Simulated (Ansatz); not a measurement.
Mo(S)2(OH)2 (H2MoO2S2), SMILES [OH][Mo]([OH])(=[S])=[S], multiplicity 1. Atoms are numbered in the order given.

```xyz
7

Mo     0.0000     0.0000    -0.2746
S     -1.6961     0.0000     0.9777
S      1.6961     0.0000     0.9777
O      0.0000    -1.5108    -1.3358
H      0.0000    -2.4462    -1.1016
O      0.0000     1.5108    -1.3358
H      0.0000     2.4462    -1.1016
```

Geometry: PBE0-D3(BJ)/def2-SVP. The multiplicity is an assumed one; no other spin state was optimised. The structure was generated by enumeration; whether it is a known compound was not checked. The def2 effective core potentials stand for the cores of Mo; spin–orbit coupling is left out. One conformer was computed; it need not be the lowest.

Two levels are set side by side: PBE-D3(BJ)/def2-SVP (Ansatz, a quantum-chemistry and plane-wave program) and PBE0-D3(BJ)/def2-SVP (Ansatz). Each level has its own optimised geometry; the coordinates shown are those of the second. Differences are taken from unrounded values.

```json
[
 {"quantity": "mean bond length (Å)", "PBE0-D3(BJ)": "1.640", "PBE-D3(BJ)": "1.659", "PBE-D3(BJ) minus PBE0-D3(BJ)": "0.020"},
 {"quantity": "bond Mo1–S2 (Å)", "PBE0-D3(BJ)": "2.108", "PBE-D3(BJ)": "2.135", "PBE-D3(BJ) minus PBE0-D3(BJ)": "0.026"},
 {"quantity": "bond Mo1–S3 (Å)", "PBE0-D3(BJ)": "2.108", "PBE-D3(BJ)": "2.135", "PBE-D3(BJ) minus PBE0-D3(BJ)": "0.026"},
 {"quantity": "bond Mo1–O4 (Å)", "PBE0-D3(BJ)": "1.846", "PBE-D3(BJ)": "1.867", "PBE-D3(BJ) minus PBE0-D3(BJ)": "0.021"},
 {"quantity": "bond Mo1–O6 (Å)", "PBE0-D3(BJ)": "1.846", "PBE-D3(BJ)": "1.867", "PBE-D3(BJ) minus PBE0-D3(BJ)": "0.021"},
 {"quantity": "bond O4–H5 (Å)", "PBE0-D3(BJ)": "0.964", "PBE-D3(BJ)": "0.976", "PBE-D3(BJ) minus PBE0-D3(BJ)": "0.011"},
 {"quantity": "bond O6–H7 (Å)", "PBE0-D3(BJ)": "0.964", "PBE-D3(BJ)": "0.976", "PBE-D3(BJ) minus PBE0-D3(BJ)": "0.011"}
]
```

GGA bonds tend to be longer and softer than those of functionals with exact exchange. Differences between two approximate levels are no errors against the true value.
